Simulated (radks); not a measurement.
Spherical quantum dot in the effective-mass picture: electrons in a parabolic well V = omega^2 r^2 / 2 with omega = 0.55, with a point charge +1 (a donor) at the centre, all in effective atomic units (hartree* = m*/eps^2 hartree, bohr* = eps/m* bohr), one dielectric constant everywhere. Method: non-relativistic Kohn-Sham, LDA (Slater exchange, Perdew-Wang correlation), spin-polarised, spherical densities; computed with a radial shooting solver with Libxc functionals. Levels are named by radial order and angular momentum (1s, 1p, 1d, 2s, ...), and open shells are averaged over m.

N = 27, configuration 1s2 1p6 1d10 2s2 1f(up 7, down 0). This is the lowest configuration that the search found. Occupied and some empty levels:

level,occupation,eigenvalue (hartree*),<r> (bohr*)
1s up,1,8.1900,1.935
1s down,1,8.2028,1.844
1p up,3,8.4873,3.139
1p down,3,8.5265,3.080
2s up,1,8.6192,2.981
2s down,1,8.6553,3.026
1d up,5,8.7187,3.589
1d down,5,8.7663,3.567
1f up,7,8.9737,3.904
1f down,0,9.0243,3.902
2p up,0,9.0479,3.278
2p down,0,9.0769,3.304
1g up,0,9.2548,4.159
1g down,0,9.3057,4.169
2d up,0,9.3870,3.662
2d down,0,9.4179,3.669

Energy (hartree*): total 141.686, kinetic 12.753, external 41.877, Hartree 96.007, exchange-correlation -8.9508.

Electron density:

r (bohr*),n(r) (e/bohr*^3)
0.500,0.2801
1.04,0.1133
1.57,0.06727
2.11,0.06586
2.65,0.07527
3.18,0.07622
3.72,0.06147
4.26,0.03703
4.79,0.01586
5.33,0.004647
5.87,0.0009190
6.40,0.0001233
6.94,0.00001112
